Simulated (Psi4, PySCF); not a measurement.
Relaxed torsion scan: SMILES COC(=O)[CH2][GeH3] (C₃H₈GeO₂), singlet. Scanned: dihedral O2–C3–C5–Ge6; all other coordinates were relaxed at GFN2-xTB. Points at φ and −φ are mirror images. Heavy atoms are numbered in the order of the SMILES COC(=O)[CH2][GeH3], hydrogens after them in the order of the atoms that carry them; the mirror image has the same energies with the sign of each dihedral reversed.

- RKS-B3LYP/6-31G* = PySCF with restricted B3LYP/6-31G*, spherical d, density fitting // GFN2-xTB
- RKS-LDA (SVWN5)/6-31G* = restricted LDA (SVWN5)/6-31G*, spherical d, density fitting // GFN2-xTB run with PySCF
- PBE/def2-TZVP // GFN2-xTB (Psi4)
- wB97X-D/def2-TZVP // GFN2-xTB (Psi4)

Energies relative to the lowest point of each profile, in eV:

```
φ / °  RKS-B3LYP/6-31G*  RKS-LDA (SVWN5)/6-31G*  PBE/def2-TZVP
-----  ----------------  ----------------------  -------------
-150              0.052                   0.026          0.067
-120              0.018                   0.009          0.022
-90               0.000                   0.000          0.000
-60               0.031                   0.013          0.036
-30               0.089                   0.042          0.096
0                 0.121                   0.061          0.128
30                0.089                   0.042          0.096
60                0.031                   0.013          0.036
90                0.000                   0.000          0.000
120               0.018                   0.009          0.022
150               0.052                   0.026          0.067
180               0.065                   0.034          0.085
```

Q: Estimate the wB97X-D/def2-TZVP values at these points.

A: -150: 0.064; -120: 0.025; -90: 0.000; -60: 0.033; -30: 0.091; 0: 0.122; 30: 0.091; 60: 0.033; 90: 0.000; 120: 0.025; 150: 0.064; 180: 0.075 (eV).
